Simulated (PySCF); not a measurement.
Vertical excitations of a molecule C₁₂H₁₀ from TDA-LC-ωPBE/def2-SVP run with PySCF 2.14.0, as energy in eV (oscillator strength): 5.45 (0.000), 5.50 (0.000), 5.69 (0.540), 6.75 (0.000), 7.18 (0.081), 7.30 (1.554). Lowest triplet (TDA): 3.53 eV. The structure is a stationary point at B3LYP-D3(BJ)/def2-SVP. The values are those of a single conformer.

Pick the molecule that these values belong to.
(A) C#C/C=C(\C=C)c1ccccc1
(B) c1ccc(-c2ccccc2)cc1
(C) C=Cc1cccc2ccccc12
(D) C=Cc1ccc2ccccc2c1

B, c1ccc(-c2ccccc2)cc1
